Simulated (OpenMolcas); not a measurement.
SiCNClF2 (SMILES N#C[Si](F)(F)Cl): methods side by side

SiCNClF2 has 6 atoms, charge 0, and is taken as a singlet. SMILES: `N#C[Si](F)(F)Cl`. Geometry: relaxed at PBE0-D4/def2-TZVP.

```jsonl
{"atom": "N", "x (Å)": "1.9254", "y (Å)": "-1.0922", "z (Å)": "1.0774"}
{"atom": "C", "x (Å)": "1.0301", "y (Å)": "-0.6093", "z (Å)": "0.5400"}
{"atom": "Si", "x (Å)": "-0.3944", "y (Å)": "0.1767", "z (Å)": "-0.2903"}
{"atom": "F", "x (Å)": "-1.4879", "y (Å)": "-0.9203", "z (Å)": "-0.5277"}
{"atom": "F", "x (Å)": "0.0876", "y (Å)": "0.7192", "z (Å)": "-1.6790"}
{"atom": "Cl", "x (Å)": "-1.1189", "y (Å)": "1.6619", "z (Å)": "0.8334"}
```

Each level gives the energy change with the Si3–F5 bond stretched from 1.567 to 2.820 Å (eV). The values are calculated.

```
                       level                   kind     program  value (eV)  less CCSD(T)/cc-pVDZ  CPU time (all runs)
     HF/cc-pVDZ (restricted)           Hartree–Fock  OpenMolcas        6.25                 +1.23                 22 s
  SVWN5/cc-pVDZ (restricted)                    LDA  OpenMolcas        5.08                 +0.06                 49 s
 revPBE/cc-pVDZ (restricted)                    GGA  OpenMolcas        4.45                 -0.57                 71 s
   TPSS/cc-pVDZ (restricted)               meta-GGA  OpenMolcas        4.75                 -0.27                 99 s
 M06-2X/cc-pVDZ (restricted)        hybrid meta-GGA  OpenMolcas        5.72                 +0.70                 83 s
   PBE0/cc-pVDZ (restricted)          global hybrid  OpenMolcas        5.24                 +0.22                 65 s
 B2PLYP/cc-pVDZ (restricted)          double hybrid  OpenMolcas        5.12                 +0.10                 58 s
    MP2/cc-pVDZ (restricted)    perturbation theory  OpenMolcas        5.35                 +0.33                 19 s
CCSD(T)/cc-pVDZ (restricted)  coupled cluster or CI  OpenMolcas        5.02                  0.00              4.4 min
```

CCSD(T)/cc-pVDZ (restricted) is the highest level here, not the true value. At this stretch a single reference begins to fail. The first shape isn't each level's own minimum. The values span 4.45 to 6.25 eV. Times are those of the runs behind each value, whatever else they computed, on shared processors of several kinds: orders of magnitude only.
